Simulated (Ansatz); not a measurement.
Ga₁₂N₁₂, relaxed as a singlet with RKS PBE-D4/def2-SVP in Ansatz, starting from the GFN2-xTB geometry. Force threshold 0.03 eV/Å.

Single mean-field runs in def2-SVP are fitted with def2-universal-jkfit. Another isomer (singlet) lies 4.27 eV lower at PBE0-D4/def2-TZVP; other spin states weren't run for this one.

Start:

```xyz
24

Ga    3.5545   -0.7440    0.9665
Ga    1.5593    1.0034   -0.4100
Ga   -0.1732   -0.5440   -2.2129
Ga   -1.7573    1.4064   -3.4751
Ga    2.5059    1.4612    2.3858
Ga   -1.2688    1.7504   -0.7209
Ga    0.7906   -1.6819    0.3197
Ga   -2.6474   -1.8241   -2.5706
Ga    1.7679   -1.1663    3.1021
Ga   -0.2760    0.5706    1.7935
Ga   -2.0521   -1.0007    0.0492
Ga   -3.9298    0.8756   -0.8314
N     3.9833    1.0763    1.2727
N     2.2378   -0.7635   -0.4842
N     0.2218    1.2654   -1.7940
N    -1.5060   -0.5526   -3.5730
N     0.9934    1.8412    1.1939
N    -2.7531    2.0503   -1.8880
N     3.0994   -2.1432    2.1563
N    -0.6781   -1.8672   -0.9415
N     1.7579    0.5611    3.8757
N     0.1233   -1.2690    2.0390
N    -1.9274    0.7613    0.7647
N    -3.6260   -1.0667   -1.0179
```

(1) Estimate the energy that the relaxation releases and the steps that it takes.

(2) Does the start keep its bonding and symmetry?

(3) Predict the relaxed structure.

Answers

(1) 5.97 eV, in 9 steps; 98 s on 4 threads of AMD EPYC 7R13 on a shared host and a share (37 GiB) of an NVIDIA H100 80GB HBM3. No frequencies were taken in this run, so the end may be a saddle point.

(2) Bonds formed: Ga2–N13, Ga3–N14, Ga4–N15, Ga6–N17, Ga7–N19, Ga8–N20, Ga10–N21, Ga11–N22 (atoms count from 1). Point group Cs at the start, D3d at the end, both within 0.05 Å.

(3) 
```xyz
24

Ga    3.233   -0.751    0.580
Ga    1.781    1.206   -0.549
Ga    0.410   -0.681   -2.070
Ga   -1.332    1.205   -2.852
Ga    2.118    1.587    2.087
Ga   -0.876    2.012   -0.332
Ga    0.876   -2.013    0.332
Ga   -2.118   -1.586   -2.088
Ga    1.333   -1.206    2.852
Ga   -0.410    0.682    2.070
Ga   -1.781   -1.205    0.549
Ga   -3.234    0.752   -0.578
N     3.367    1.155    0.702
N     1.963   -0.801   -0.907
N     0.337    1.350   -1.842
N    -1.112   -0.617   -3.397
N     0.614    2.027    0.916
N    -2.435    2.154   -1.607
N     2.435   -2.156    1.608
N    -0.614   -2.027   -0.917
N     1.112    0.617    3.395
N    -0.336   -1.351    1.841
N    -1.963    0.801    0.909
N    -3.367   -1.154   -0.702
```
Bond lengths (bridged metal pairs left out): 42 × Ga–N 1.91 to 2.05 Å.
